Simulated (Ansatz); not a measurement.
```yaml
crystal:
  periodic: [false, false, false]
  atoms:
    - {symbol: C, position_ang: [0.440659, -1.388853, 0.927106]}
    - {symbol: O, position_ang: [0.085333, -0.265007, 0.176653]}
    - {symbol: Zr, position_ang: [-0.392279, 1.236454, -0.825486]}
    - {symbol: Cl, position_ang: [-1.927666, 0.566426, -2.461836]}
    - {symbol: Cl, position_ang: [1.545716, 2.102795, -1.814577]}
    - {symbol: Cl, position_ang: [-1.355535, 2.805887, 0.621671]}
    - {symbol: H, position_ang: [-0.030867, -2.279288, 0.504489]}
    - {symbol: H, position_ang: [1.525840, -1.515424, 0.911471]}
    - {symbol: H, position_ang: [0.108808, -1.262990, 1.960519]}
basis:
  gaussian: {orbitals: def2-TZVPP, fitting: {mean_field: cc-pVTZ-jkfit}, nuclear_model: gaussian}
hamiltonian: {xc: {name: r2SCANh}}
accuracy: high
output: {forces: true}
```

```sh
$ ansatz run in.yaml --threads 4 --pin off --events-out ev --progress --plain --max-ram 11315MiB
```

Problem. How does Ansatz answer? (Estimate.)

Solution. Computed: The program refused the input.
```
Functional definition: r2SCANh
Error: <dir> the basis set cc-pVTZ-JKFIT has no functions for Zr
```
